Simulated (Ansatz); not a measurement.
Stepwise reaction of `[F][GeH2][F]` with hydrogen fluoride, as a gas-phase model of exchange steps in deposition or etching. ΔE in kJ/mol; ΔG adds harmonic PBE0-D4 terms to CCSD(T)/CBS, at 1 bar.

Isolated molecules relaxed with PBE0-D4/def2-TZVP in Ansatz; ΔE leaves out vibrations. CCSD(T)/CBS adds triple-zeta CCSD(T) − MP2 to the extrapolated MP2 energy (def2 sets, frozen cores). This one scheme is used for every species. DFT in def2-TZVPP. B3LYP here is the variant with VWN-RPA as its local correlation; programs differ in this. For Ge outer-core shells are correlated without core-valence functions, which leaves a few kJ/mol of doubt a bond. Scalar relativity is left out up to krypton.

```csv
step,reaction,PBE-D4,B3LYP-D4,ωB97M-V,CCSD(T)/CBS,ΔG(400 K)
1,`[F][GeH2][F]` + H–F → `[F][GeH]([F])[F]` + H₂,-47.4,-50.1,-51.0,-45.6,-45.7
2,`[F][GeH]([F])[F]` + H–F → `[F][Ge]([F])([F])[F]` + H₂,-21.3,-23.9,-25.8,-20.7,-17.3
```

(1) By hand: ΔE of the 2 steps together at CCSD(T)/CBS.

Answers

(1) (-45.6) + (-20.7) = -66.3 kJ/mol, or -33.1 kJ/mol a step.

In ΔE each step is higher than the one before. All are downhill at CCSD(T)/CBS. ΔG lies between -45.7 and -17.3 kJ/mol a step. PBE-D4 differs from CCSD(T)/CBS by -1.8 to -0.6 kJ/mol a step. Isolated molecules leave out the surface, adducts and barriers. Largest T1 diagnostic: 0.012.
